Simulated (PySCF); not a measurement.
BH2(OEt), C₂H₇BO.
InChI=1S/C2H7BO/c1-2-4-3/h2-3H2,1H3

The closed-shell ground state was solved at several levels (PySCF, density fitting, gas phase, non-relativistic). Geometry: PBE0-D3(BJ)/def2-SVP, one conformer, isolated molecule.

```tsv
level	basis functions	total energy (Eh)	HOMO (eV)	LUMO (eV)	gap (eV)	dipole (D)
CAM-B3LYP/def2-SVPD	139	-180.3090	-9.99	0.69	10.68	1.80
wB97X-D/pcSseg-1	103	-180.4470	-10.45	1.69	12.14	1.86
PBE0/pcSseg-1	103	-180.2826	-8.51	-0.23	8.28	1.87
```

Estimate the row for B3LYP/pcJ-1, a basis of 178 functions; the other rows only guide the guess.

Total energy -180.5448 Eh, HOMO -8.31 eV, LUMO -0.49 eV, gap 7.82 eV, dipole 1.87 D.

Over all these levels, which gives the widest orbital gap and which the narrowest?

wB97X-D/pcSseg-1 (range-separated hybrid) has the widest, 12.14 eV, and B3LYP/pcJ-1 (global hybrid, 20 % exact exchange) the narrowest, 7.82 eV. Functional and basis both differ between the two, so the spread mixes both effects.

How far do the dipole and the HOMO energy spread over the levels?

The dipole runs from 1.80 to 1.87 D (mean 1.85 D) and the HOMO from -10.45 to -8.31 eV.

Note: wB97X-D ran without an empirical dispersion term, which enters the total energy and its gradient alone.
